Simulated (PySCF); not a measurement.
Al(Me)(OMe)(SH) (C2H7AlOS), SMILES C[O][Al]([CH3])[SH]. Atoms are numbered in the order given.

```xyz
12

Al    -0.4282     0.1543     0.2148
C     -1.9999     0.8178     1.1594
H     -2.9266     0.5371     0.6328
H     -1.9809     1.9177     1.2513
H     -2.0552     0.4112     2.1842
O     -0.6136    -0.7425    -1.2160
C      0.1560    -1.3926    -2.1890
H     -0.1136    -2.4625    -2.2347
H     -0.0381    -0.9534    -3.1835
H      1.2419    -1.3222    -1.9907
S      1.6350     0.5030     0.9037
H      1.2519     1.2068     1.9942
```

Geometry: TPSSh-D3(BJ)/def2-SVP. The structure was generated by enumeration; whether it is a known compound was not checked. The values are those of a single conformer.

The numbers are results of PySCF with TDDFT-PBE/def2-SVPD, not measurements.

Vertical excitations. 

```
state  energy (eV)  λ (nm)      f                                                                   main pairs
-----  -----------  ------  -----  ---------------------------------------------------------------------------
S1            5.17     240  0.023                                                               HOMO→LUMO 99 %
S2            5.52     224  0.013                                                             HOMO−1→LUMO 88 %
S3            5.72     217  0.032                                                             HOMO−2→LUMO 96 %
S4            5.79     214  0.002                                                           HOMO−1→LUMO+1 96 %
S5            5.84     212  0.092                                                             HOMO→LUMO+1 81 %
S6            6.03     206  0.003                                                             HOMO→LUMO+2 96 %
S7            6.14     202  0.041                                         HOMO−3→LUMO 72 %, HOMO−2→LUMO+1 22 %
S8            6.29     197  0.042                      HOMO−1→LUMO+2 47 %, HOMO−2→LUMO+1 42 %, HOMO−3→LUMO 8 %
S9            6.38     194  0.002                                                           HOMO−3→LUMO+1 99 %
S10           6.41     194  0.096  HOMO−1→LUMO+2 45 %, HOMO−2→LUMO+1 31 %, HOMO−3→LUMO 12 %, HOMO−3→LUMO+2 7 %
T1            4.98     249      0                                                               HOMO→LUMO 99 %
T2            5.13     242      0                                                             HOMO→LUMO+1 97 %
T3            5.36     232      0                                                             HOMO−1→LUMO 97 %
T4            5.48     226      0                                                             HOMO−2→LUMO 93 %
```
Triplets are in the Tamm–Dancoff approximation, which puts them higher than full response would, so one can lie above its singlet here.
